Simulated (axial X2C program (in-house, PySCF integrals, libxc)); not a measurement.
**SrO: from Re and ωe to a spectrum**

A bond curve at the PBE0 level, with spin–orbit coupling, was computed with an in-house relativistic program for diatomic molecules (basis Sr dyall-cv3z [13s12p8d5f1g], O dyall-av3z [7s6p3d2f] (cores contracted in-house)) for the state Ω = 0 (closed shell). Its fit gives Re = 1.8943 Å, ωe = 705.2 cm⁻¹, ωexe = 2.57 cm⁻¹ and αe = 1.686e-03 cm⁻¹; the masses are 87.9056 and 15.9949 u. Two-component means X2C with spin–orbit coupling and atomic mean-field Coulomb and Gaunt terms.

(1) Find the reduced mass, Be and the force constant.

(2) The dipole moment p changes by 7.50 D/Å at Re. What harmonic infrared intensity follows?

(3) Give B0, the J = 1←0 line in GHz and the most populated J at 300 K (kT = 208.5 cm⁻¹).

(4) Estimate the centrifugal constant by the Kratzer relation.

(5) A Morse curve ties αe to the other constants (Pekeris). How well does that hold?

The state is one determinant whose occupation by symmetry is held fixed; it was picked as the lowest of a PBE0 search that is not exhaustive.

## Answers

(1) From the PBE0 values: μ = 13.5326 u. Be = 16.8576/(μ Re²) = 0.3472 cm⁻¹. k = 5.8918×10⁻⁷ μ ωe² = 3.97 mdyn/Å.

(2) I = 42.256 × (dp/dR)²/μ = 180 km/mol.

(3) B0 = Be − αe/2 = 0.3463 cm⁻¹; 2B0 = 20.76 GHz; J(max) ≈ √(kT/2B0) − 1/2 = 16.9, so J = 17.

(4) D = 4Be³/ωe² = 3.37e-07 cm⁻¹.

(5) αe(Morse) = 6Be²/ωe × (√(ωexe/Be) − 1) = 1.765e-03 cm⁻¹; the PBE0 curve gives 1.686e-03 cm⁻¹, a ratio of 1.05.
